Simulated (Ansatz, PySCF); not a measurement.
Gas-phase reaction (SMILES): O[Si](O)(Cl)Cl [dichloro(dihydroxy)silane] + O (H2O) → O[Si](O)(O)Cl [chloro(trihydroxy)silane] + Cl (HCl); water cleaves one Si-Cl bond, a model of a ligand-exchange step.

Structures are relaxed separately at B3LYP-D3(BJ)/def2-TZVP in Ansatz (a quantum-chemistry and plane-wave program), one conformer each, not searched for the lowest. Correlated levels leave the core frozen unless marked. Spin-orbit coupling is left out. No relativistic terms. CBS marks a two-point X^-3 extrapolation of the correlation energy; Hartree-Fock from the larger set. [CCSD(T)-MP2]/basis is that difference in the basis named. Thermal terms are rigid-rotor harmonic-oscillator values from B3LYP-D3(BJ) frequencies (Ansatz or PySCF) at 298.15 K and 1 atm. 1 Eh = 627.5095 kcal/mol.

| species | E, RI-MP2/CBS(aug-cc-pV(T+d)Z,aug-cc-pV(Q+d)Z)+[CCSD(T)-MP2]/aug-cc-pV(T+d)Z (Ansatz) (Eh) | E, wB97X-V/def2-TZVPD (Ansatz) (Eh) | H - E (Eh) | G - E (Eh) |
|---|---|---|---|---|
| O[Si](O)(Cl)Cl | -1360.39942 | -1361.64015 | 0.03995 | 0.00022 |
| O (H2O) | -76.37791 | -76.43464 | 0.02495 | 0.00353 |
| O[Si](O)(O)Cl | -976.40476 | -977.33141 | 0.05273 | 0.01437 |
| Cl (HCl) | -460.37874 | -460.74931 | 0.01000 | -0.01120 |

Task: Work out ΔE and ΔH, ΔG, ΔS and the equilibrium constant at 298.15 K at the first level, then ΔH at the second.

Result: 
1. ΔE = [(-976.40476) + (-460.37874)] - [(-1360.39942) + (-76.37791)] = -0.00617 Eh = -3.9 kcal/mol at RI-MP2/CBS(aug-cc-pV(T+d)Z,aug-cc-pV(Q+d)Z)+[CCSD(T)-MP2]/aug-cc-pV(T+d)Z.
2. The terms H - E add up to -0.00217 Eh, so ΔH = (-0.00617 + (-0.00217))×627.5095 = -5.2 kcal/mol.
3. The terms G - E add up to -0.00058 Eh, so ΔG = -4.2 kcal/mol, and ΔS = (-0.00217 - (-0.00058))×627509.5/298.15 = -3.3 cal/(mol K).
4. log10 K = -ΔG/(RT ln 10) = 3.1, with RT ln 10 = 1.3642 kcal/mol.
5. At wB97X-V/def2-TZVPD the same steps give ΔE = -3.7 and ΔH = -5.1 kcal/mol, a shift of +0.1 from the first level.
6. These values are not checked against measurement here, since the tables used lack a sound gas-phase enthalpy of formation for at least one species.
